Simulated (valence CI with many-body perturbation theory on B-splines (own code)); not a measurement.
The numbers below are computed, except where a source is named.
## Tb43+: what the settings do

Method: valence CI with perturbative core correlation (CI+MBPT): four valence electrons over a frozen Dirac-Fock core [Ar], radial functions for each j: 6 s, 6 p, 5 d, 5 f, 1 g, with the one-electron correlation potential Σ1, the two-electron term Σ2, the three-electron term Σ3, Breit, model QED; selected CI, second order for the rest, scaled by the run's own slope (own B-spline code, finite nucleus).

The last digits are not significant, and no measured levels were compared; by estimate large intervals hold to a few tenths of a per cent, small ones and those within an open d or f shell to about a per cent. Only levels of the ground parity were solved; by the run's estimate the other parity begins above the list, which can be wrong where configurations are misplaced.

The reference run has the lowest level (3d3/2^4) J=0 and an ionisation energy of 3458.55 eV. Its largest variational space holds 8005 state functions.

Levels are named by their leading jj configuration (3d3/2^4 stands for four electrons in 3d with j = 3/2), which in mixed levels can hold well under half, so a name can repeat and another be missing. Letters in brackets count levels of one name in rising energy.

Changed runs:
A. box radius (bohr) 2.6047 → 4.84
B. size limit of the variational space 10000 → 3000; core polarisation of operators on → off; second order for the rest on → off
C. highest l with Σ1, explicit Σ2 and valence Breit (higher l get mean screening factors) 3 → 2
D. start configuration 3d4 → 3d5 (bad on purpose)

Excitation energies of the reference run in cm⁻¹, and shifts in cm⁻¹:

| Level | Reference | A | B | C |
| --- | --- | --- | --- | --- |
| (3d3/2^3 3d5/2) J=1 | 254739 | -0.7 | +95 | -194 |
| (3d3/2^3 3d5/2) J=4 | 339058 | -0.7 | +681 | +220 |
| (3d3/2^3 3d5/2) J=2 | 346369 | -0.8 | +506 | -51 |
| (3d3/2^3 3d5/2) J=3 | 373227 | -0.7 | +591 | +104 |
| (3d3/2^2 3d5/2^2) J=0 [a] | 570783 | -1.4 | 0 | -113 |
| (3d3/2^2 3d5/2^2) J=2 [a] | 585425 | -1.3 | +392 | +3.6 |
| (3d3/2^2 3d5/2^2) J=4 [a] | 590357 | -1.4 | +408 | +18 |
| (3d3/2^2 3d5/2^2) J=3 [a] | 604646 | -1.4 | +487 | -10 |
| (3d3/2^2 3d5/2^2) J=5 | 633636 | -1.4 | +177 | +272 |
| (3d3/2^2 3d5/2^2) J=6 | 654171 | -1.4 | +32 | +441 |
| (3d3/2^2 3d5/2^2) J=1 | 659550 | -1.4 | +149 | +36 |
| (3d3/2^2 3d5/2^2) J=4 [b] | 688970 | -1.4 | +561 | +324 |
| Ionisation energy (eV) | 3458.55 | -0.0002 | +0.0003 | -0.06 |

Run D: It gave no result: the electrons of core and valence do not add up to the charge. The program said: "core and valence hold 23 electrons, the ion has 22".
